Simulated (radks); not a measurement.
The numbers below are computed, except where a source is named.
The promethium ion Pm+ inside a hard spherical wall (all orbitals vanish at R), configuration held at [Xe] 4f5 6s1 and not refilled when levels cross. Code: a radial shooting solver on a logarithmic mesh with Libxc functionals. Model: scalar-relativistic Kohn-Sham, PBEsol, spin-polarised, spherical densities, finite nucleus; open shells are filled with parallel spins first (spin-orbit coupling, left out, can overturn this in heavy ions); Fermi nuclear charge, rms radius 4.962 fm. Eigenvalues in eV for spin up, with the zero of energy where the potential of the charges vanishes at infinity; a dash marks a level that is unbound or too diffuse for the functional's potential to be trusted. A positive occupied level is held by the wall or, in an anion where self-interaction has pushed it up, behind a barrier. The pressure on the wall is -dE/dV.

R (bohr) = free: E (hartree) -10016.3250; kinetic (hartree) 10681.385; e(5s) -48.754; e(5p) -29.362; e(4f) -9.242; e(6s) -8.727; e(5d, empty) -7.704; e(6p, empty) -5.545; pressure (GPa) 0
R (bohr) = 20: E (hartree) -10016.3250; kinetic (hartree) 10681.385; e(5s) -48.754; e(5p) -29.362; e(4f) -9.242; e(6s) -8.727; e(5d, empty) -7.704; e(6p, empty) -5.545; pressure (GPa) < 0.0001
R (bohr) = 15: E (hartree) -10016.3250; kinetic (hartree) 10681.385; e(5s) -48.754; e(5p) -29.362; e(4f) -9.242; e(6s) -8.727; e(5d, empty) -7.704; e(6p, empty) -5.544; pressure (GPa) < 0.0001
R (bohr) = 12: E (hartree) -10016.3250; kinetic (hartree) 10681.386; e(5s) -48.752; e(5p) -29.359; e(4f) -9.239; e(6s) -8.725; e(5d, empty) -7.702; e(6p, empty) -5.530; pressure (GPa) 0.000664
R (bohr) = 6: E (hartree) -10016.2802; kinetic (hartree) 10681.645; e(5s) -47.896; e(5p) -28.546; e(4f) -8.372; e(6s) -7.142; e(5d, empty) -6.796; e(6p, empty) -2.328; pressure (GPa) 3.22
R (bohr) = 5: E (hartree) -10016.1863; kinetic (hartree) 10682.074; e(5s) -46.973; e(5p) -27.685; e(4f) -7.367; e(6s) -4.370; e(5d, empty) -5.521; e(6p, empty) 2.102; pressure (GPa) 15.2
R (bohr) = 4: E (hartree) -10015.8360; kinetic (hartree) 10683.643; e(5s) -44.646; e(5p) -25.430; e(4f) -4.617; e(6s) 4.238; e(5d, empty) -1.841; e(6p, empty) 14.167; pressure (GPa) 98.7
R (bohr) = 3.5: E (hartree) -10015.3083; kinetic (hartree) 10685.983; e(5s) -41.954; e(5p) -22.615; e(4f) -1.298; e(6s) 14.903; e(5d, empty) 2.635; e(6p, empty) 27.818; pressure (GPa) 302
R (bohr) = 3: E (hartree) -10013.9999; kinetic (hartree) 10691.518; e(5s) -36.577; e(5p) -16.584; e(4f) 5.262; e(6s) 36.590; e(5d, empty) 11.737; e(6p, empty) 53.858; pressure (GPa) 1060
R (bohr) = 1.5: E (hartree) -9954.7646; kinetic (hartree) 10885.386; e(5s) 121.94; e(5p) 166.61; e(4f) 119.56; e(6s) 520.84; e(5d, empty) 235.48; e(6p, empty) 568.99; pressure (GPa) 182000
